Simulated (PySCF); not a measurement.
**PPb: frontier orbitals**

r²SCAN at R = 2.442 Å; P cc-pV(D+d)Z, Pb cc-pVDZ-PP with ECP60; scalar-relativistic core potentials (PySCF 2.14). State: ²Π (doublet), unpaired electrons π ↑. Only the outer orbitals are listed, counted within each symmetry, core potentials removing the inner ones.

```tsv
spin	orbital	occ.	ε (eV)	on P (%)	main shells (%)
α	7σ	1	-15.08	64	61 P s, 32 Pb s
α	8σ	1	-11.55	37	60 Pb s, 33 P s
α	4π	1	-6.25	78	77 P p, 21 Pb p
α	9σ	1	-5.66	60	57 P p, 35 Pb p
α	4π	1	-5.43	73	73 P p, 26 Pb p
α	5π	0	-3.11	21	78 Pb p, 21 P p
α	5π	0	-2.60	26	74 Pb p, 25 P p
α	10σ	0	0.36	26	70 Pb p, 28 P p
β	7σ	1	-14.36	47	49 Pb s, 44 P s
β	8σ	1	-11.03	51	48 P s, 44 Pb s
β	9σ	1	-5.43	58	55 P p, 38 Pb p
β	4π	1	-5.12	55	55 P p, 44 Pb p
β	4π	0	-4.49	46	53 Pb p, 46 P p
β	5π	0	-2.58	43	56 Pb p, 43 P p
β	5π	0	-2.12	52	52 P p, 46 Pb p
```

Task: Which are the highest filled and the lowest empty level, where do they sit, and how wide is the gap?

Result: Highest filled β 4π at -5.12 eV (in %: 55 P p, 44 Pb p); lowest empty β 4π at -4.49 eV (in %: 53 Pb p, 46 P p); the gap at r²SCAN is 0.63 eV. Both belong to one degenerate shell, split only by its one-sided filling, so this is no excitation gap.

```
bond order (Mayer)                              : 2.17
⟨S²⟩                                            : 0.788
charge on P (Mulliken, basis-dependent)         : -0.27
charge on P (Löwdin, basis-dependent)           : -0.24
dipole moment (positive dipole means P(−)Pb(+)) : 2.74 D
```

Spin–orbit coupling is left out, which matters for elements this heavy, above all for dissociation energies. The state was picked by a PBE0 search and need not be the measured ground state.
